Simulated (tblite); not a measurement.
CH₉GeOSi₂ (doublet state).
Bonds: Si1–O2, O2–Si3, Si3–C4, C4–Ge5. Hydrogens: H6, H7, H8 on Si1; H9, H10 on Si3; H11, H12 on C4; H13, H14 on Ge5.

Computed with GFN2-xTB (tblite), gas phase: L-BFGS steps from a force-field or distance-geometry start until the largest atomic force falls under 0.01 eV/Å.

Step 50: E = -441.7648 eV
```
atom  x, y, z in Å  |  force x, y, z in eV/Å
Si1    -2.4271    0.7383    0.1951   -0.001   0.005   0.002
O2     -1.0110    0.0418   -0.1687   -0.023   0.002  -0.016
Si3     0.1465   -0.7423   -0.9769    0.036   0.030   0.063
C4      1.5554   -1.0687    0.2507   -0.032  -0.024   0.027
Ge5     2.4753    0.5863    0.9215    0.005   0.040  -0.001
H6     -3.4863   -0.2247   -0.1101    0.016   0.010   0.007
H7     -2.3319    1.0316    1.6219   -0.006   0.005   0.011
H8     -2.5531    1.9396   -0.6281    0.007  -0.002   0.002
H9     -0.4189   -2.0180   -1.4246   -0.015  -0.041  -0.014
H10     0.5507    0.0888   -2.1066    0.033   0.034  -0.030
H11     1.1641   -1.5794    1.1288   -0.009  -0.050   0.044
H12     2.2892   -1.7337   -0.1984    0.031  -0.003  -0.068
H13     2.6460    1.5572   -0.2964   -0.011  -0.022  -0.015
H14     1.4004    1.3826    1.7248   -0.032   0.015  -0.011
```

Step 51: E = -441.7657 eV
```
atom  x, y, z in Å  |  force x, y, z in eV/Å
Si1    -2.4182    0.7379    0.1993    0.006   0.010   0.022
O2     -1.0092    0.0381   -0.1842   -0.030   0.015  -0.010
Si3     0.1548   -0.7453   -0.9837   -0.015   0.029   0.023
C4      1.5538   -1.0701    0.2541   -0.031  -0.018   0.019
Ge5     2.4609    0.5918    0.9240    0.013   0.025   0.025
H6     -3.4844   -0.2186   -0.0986    0.011  -0.002   0.006
H7     -2.3082    1.0264    1.6269   -0.005  -0.001  -0.002
H8     -2.5524    1.9441   -0.6146    0.015   0.004  -0.006
H9     -0.4171   -2.0171   -1.4368    0.006  -0.039  -0.004
H10     0.5588    0.0852   -2.1149    0.043   0.029  -0.014
H11     1.1532   -1.5760    1.1303   -0.007  -0.060   0.055
H12     2.2919   -1.7365   -0.1853    0.033  -0.003  -0.067
H13     2.6399    1.5525   -0.2972   -0.010  -0.004  -0.032
H14     1.3755    1.3872    1.7138   -0.029   0.016  -0.017
```

Step 52: E = -441.7665 eV
```
atom  x, y, z in Å  |  force x, y, z in eV/Å
Si1    -2.4113    0.7379    0.2026    0.005   0.018   0.040
O2     -1.0085    0.0352   -0.1954   -0.024   0.024  -0.002
Si3     0.1614   -0.7469   -0.9874   -0.056   0.019  -0.020
C4      1.5528   -1.0723    0.2578   -0.018  -0.010   0.010
Ge5     2.4502    0.5965    0.9261    0.008   0.000   0.041
H6     -3.4813   -0.2146   -0.0913    0.002  -0.011   0.008
H7     -2.2911    1.0231    1.6311   -0.005  -0.006  -0.017
H8     -2.5508    1.9468   -0.6059    0.019   0.010  -0.009
H9     -0.4178   -2.0157   -1.4446    0.031  -0.026   0.005
H10     0.5649    0.0851   -2.1193    0.048   0.015   0.008
H11     1.1463   -1.5765    1.1322    0.002  -0.063   0.052
H12     2.2950   -1.7374   -0.1777    0.021   0.002  -0.052
H13     2.6340    1.5472   -0.2994   -0.008   0.012  -0.045
H14     1.3555    1.3910    1.7042   -0.026   0.017  -0.020
```

**Question.** Estimate the geometry and energy of step 53. (The exact step hangs on the optimiser's Hessian estimate; all steps are aligned on step 52, rigid shifts and turns removed.)

**Answer.** E = -441.7674 eV, largest force 0.093 eV/Å
```
atom  x, y, z in Å  |  force x, y, z in eV/Å
Si1    -2.4064    0.7385    0.2054   -0.006   0.026   0.049
O2     -1.0093    0.0332   -0.2040   -0.008   0.030   0.007
Si3     0.1661   -0.7472   -0.9888   -0.077   0.004  -0.052
C4      1.5524   -1.0753    0.2618   -0.002  -0.002  -0.001
Ge5     2.4423    0.6002    0.9288   -0.006  -0.024   0.042
H6     -3.4782   -0.2118   -0.0869   -0.007  -0.016   0.013
H7     -2.2787    1.0212    1.6345   -0.006  -0.009  -0.029
H8     -2.5490    1.9486   -0.6005    0.021   0.015  -0.008
H9     -0.4195   -2.0134   -1.4494    0.055  -0.012   0.012
H10     0.5703    0.0871   -2.1208    0.050  -0.002   0.031
H11     1.1435   -1.5808    1.1349    0.015  -0.059   0.034
H12     2.2988   -1.7366   -0.1742   -0.001   0.011  -0.029
H13     2.6278    1.5411   -0.3026   -0.003   0.021  -0.049
H14     1.3393    1.3948    1.6950   -0.024   0.018  -0.019
```

The energy changes by -0.0009 eV. The first-order estimate −F·Δx gives -0.0012 eV and the mean of the old and new forces, exact on a quadratic surface, -0.0009 eV. The step makes an angle of 78° with the force vector and moves no atom by more than 0.019 Å.

The cost below is that of the whole relaxation. Hardware: one thread, Arm Neoverse V1 (aarch64) (shared host). Cost: 1.2 s.
